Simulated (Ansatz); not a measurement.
The cluster Cu3O4⁻. Charge -1, multiplicity 1. Geometry B3LYP-D4/def2-SVPD; atoms count from 1.

Cartesian coordinates in Å:
```
Cu -0.449 1.188 0.683
Cu -1.190 -0.358 -1.070
Cu 1.031 0.477 -1.067
O 0.376 -1.390 1.171
O -0.679 1.534 -1.191
O 0.432 -1.365 -0.288
O 0.479 -0.086 1.762
```

The structure holds 2 bond(s) between oxygen atoms. No other spin state of charge -1 was run. Another isomer (singlet) lies 3.40 eV lower at r2SCAN-D4/def2-TZVPD; other spin states weren't run for this one.

(1) Estimate the Mulliken populations from the PBE0/def2-TZVPD orbitals of Ansatz.

(2) And the Mayer bond orders between bonded heavy atoms (over 0.3)?

Answers

(1) 
```csv
atom,charge (e),d electrons
Cu1,0.23,9.72
Cu2,0.50,9.82
Cu3,0.51,9.85
O4,0.00,–
O5,-1.16,–
O6,-0.59,–
O7,-0.49,–
```
Mulliken values and Mayer orders depend strongly on the basis. With diffuse functions, as here, like atoms can get unlike values, and bond orders can come out too low or too high.

(2) Cu1–O5 0.46 (1.92 Å); Cu1–O7 0.56 (1.91 Å); Cu2–O5 0.46 (1.96 Å); Cu3–O5 0.44 (2.01 Å); O4–O6 0.72 (1.46 Å); O4–O7 0.81 (1.44 Å).
